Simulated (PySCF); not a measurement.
An unknown is described by computed data only.

Elements present: C, H, N and Si. Monoisotopic mass: 163.0669 u.

- Dipole: 0.62 D [PBE0/pcSseg-1]
- Rotational structure: rotational constants A, B, C: 1.189, 0.907, 0.844 GHz [GFN2-xTB]
- 1H NMR: chemical shifts (computed TMS as zero) by class: 4.74 (6 H), 1.08 (3 H), 0.67 (2 H), 0.23 (6 H) ppm [GIAO PBE0/pcSseg-1]
- NMR, other nuclei: isotropic shieldings of nuclei other than C and H, by class: 275 (1 N), 339 (1 Si), 402 (2 Si) ppm [GIAO PBE0/pcSseg-1]
- 13C NMR: chemical shifts (computed TMS as zero) by class: 12.6 (1 C), 8.9 (1 C), -1.1 (2 C) ppm [GIAO PBE0/pcSseg-1]

Electronic properties: PySCF, gas phase, density fitting. Levels stand in brackets. Isolated species at its GFN2-xTB geometry (one conformer only). NMR values are class means; diastereotopic atoms form classes of their own.

Question: Which formula fits the mass and the elements?

Answer: C4H17NSi3 (calculated 163.0669). No other formula that holds each of these elements comes within 0.0003 u with a fitting electron parity and a possible valence count.

Question: Propose a structure and show how it fits.

Answer: Numbering: `[CH3:1][CH2:2][Si:3]([CH3:4])([CH3:5])[N:6]([SiH3:7])[SiH3:8]`. Its formula, C4H17NSi3, gives 0 degrees of unsaturation, so no ring and no π bond. 4 carbons fall into 3 classes; from least to most shielded: sp3 carbon bound to silicon [C2] (12.6 ppm), methyl carbon [C1] (8.9 ppm), Si-methyl carbon [C4/C5] (-1.1 ppm, 2 C, up to 4.4 ppm apart in this geometry). Hydrogen classes from least to most shielded: 6 H on 2 SiH3 silicons, Si7/Si8 (4.74 ppm), 3 H on a methyl carbon, C1 (1.08 ppm), 2 H on an sp3 carbon bound to silicon, C2 (0.67 ppm, a mean of values up to 0.6 ppm apart in this geometry), 6 H on 2 Si-methyl carbons, C4/C5 (0.23 ppm, a mean of values up to 0.7 ppm apart in this geometry). The other shieldings belong to: 275 ppm, nitrogen bridging silicon atoms [N6]; 339 ppm, four-coordinate silicon [Si3]; 402 ppm, SiH3 silicon [Si7/Si8]. The optimised geometry has point group C1 and is an asymmetric top. Structure: `[SiH3]N([Si](C)(CC)C)[SiH3]`. Computed isomers that give other values at the same levels: `CC(C)([SiH3])CN[SiH2][SiH3]` (13C chemical shifts (computed TMS as zero) by class: 62.5 (1 C), 29.3 (1 C), 25.7 (2 C) ppm); `CN[Si@H]([SiH2][SiH3])C(C)C` (13C chemical shifts (computed TMS as zero) by class: 32.9 (1 C), 21.5 (1 C), 20.8 (1 C), 18.7 (1 C) ppm); `CC(C)(C[SiH2][SiH3])N[SiH3]` (13C chemical shifts (computed TMS as zero) by class: 51.7 (1 C), 34.2 (1 C), 33.7 (2 C) ppm). The assignments are read from this structure; whether some other isomer fits the data as well wasn't checked.

Shape of the structure used: `[CH3:1][CH2:2][Si:3]([CH3:4])([CH3:5])[N:6]([SiH3:7])[SiH3:8]`: C1–C2–Si3–C4 -67°, C2–Si3–N6–Si7 68°.
